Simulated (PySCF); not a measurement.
Species: C₆H₉NO.
Bonds: C1–C2, C2–C3 (triple), C3–C4, C4–N5, N5–C6, N5–C7, C7–O8 (double). Hydrogens: H9, H10, H11 on C1; H12, H13 on C4; H14, H15, H16 on C6; H17 on C7.

The closed-shell SCF was solved with PySCF and density fitting under several settings on one GFN2-xTB geometry (grid level 2 and gas phase unless stated).

```json
{"settings": "PBE0/pcSseg-1", "basis functions": "181", "SCF cycles": "15", "E (Eh)": "-363.5057", "HOMO (eV)": "-7.18", "LUMO (eV)": "0.71", "dipole (D)": "4.31"}
{"settings": "PBE0/def2-SVPD", "basis functions": "235", "SCF cycles": "15", "E (Eh)": "-363.3022", "HOMO (eV)": "-7.28", "LUMO (eV)": "0.43", "dipole (D)": "4.34"}
{"settings": "wB97X/ANO-RCC-VDZP, energy threshold 1e-07 Eh, fitting basis def2-qzvpp-jkfit", "basis functions": "157", "SCF cycles": "10", "E (Eh)": "-363.9851", "HOMO (eV)": "-9.44", "LUMO (eV)": "1.91", "dipole (D)": "4.37"}
{"settings": "PBE0/pcSseg-1, grid level 4", "basis functions": "181", "SCF cycles": "15", "E (Eh)": "-363.5057", "HOMO (eV)": "-7.18", "LUMO (eV)": "0.71", "dipole (D)": "4.31"}
{"settings": "B97-D/6-31++G**", "basis functions": "198", "SCF cycles": "16", "E (Eh)": "-363.7208", "HOMO (eV)": "-5.80", "LUMO (eV)": "-0.63", "dipole (D)": "4.30"}
{"settings": "PBE0/ANO-RCC-VDZP, IEF-PCM cyclohexane, fitting basis def2-qzvpp-jkfit", "basis functions": "157", "SCF cycles": "11", "E (Eh)": "-363.6572", "HOMO (eV)": "-7.15", "LUMO (eV)": "0.30", "dipole (D)": "4.84"}
```

Task: Estimate the rows for these settings: (1) PBE0/def2-SVPD, IEF-PCM water, fitting basis def2-universal-jkfit; (2) PW91/6-311G**; (3) PBE0/def2-SVP, grid level 3.

Result: 
```tsv
settings	basis functions	SCF cycles	E (Eh)	HOMO (eV)	LUMO (eV)	dipole (D)
PBE0/def2-SVPD, IEF-PCM water, fitting basis def2-universal-jkfit	235	11	-363.3162	-7.34	0.39	5.75
PW91/6-311G**	198	17	-363.9232	-5.67	-0.33	4.00
PBE0/def2-SVP, grid level 3	157	15	-363.2816	-7.08	0.87	4.09
```

Task: Over all rows, what range does the HOMO–LUMO gap span?

Result: From 5.17 eV (B97-D/6-31++G**) to 11.35 eV (wB97X/ANO-RCC-VDZP, energy threshold 1e-07 Eh, fitting basis def2-qzvpp-jkfit). The functional of the narrowest has no exact exchange, that of the widest range-separated exact exchange.

Task: Compare two rows with the functional PBE0: PBE0/def2-SVP, grid level 3 and PBE0/def2-SVPD. Which energy is lower, and by how much?

Result: PBE0/def2-SVPD (235 functions) lies 0.0206 Eh or 13 kcal/mol below PBE0/def2-SVP, grid level 3 (157 functions).

B97-D ran without the empirical dispersion term, which would shift the total energy alone. Cycle counts include a coarse-grid stage where the run had one. All basis functions are spherical, in the Pople sets too. ANO-RCC sets were contracted for a scalar-relativistic Hamiltonian, but ran non-relativistically here. The structure is a single GFN2-xTB conformer; no vibrational corrections.

The values belong to the conformer `[CH3:1][C:2]#[C:3][CH2:4][N:5]([CH3:6])[CH:7]=[O:8]`: C3–C4–N5–C6 64°, C4–N5–C7–O8 -2°.
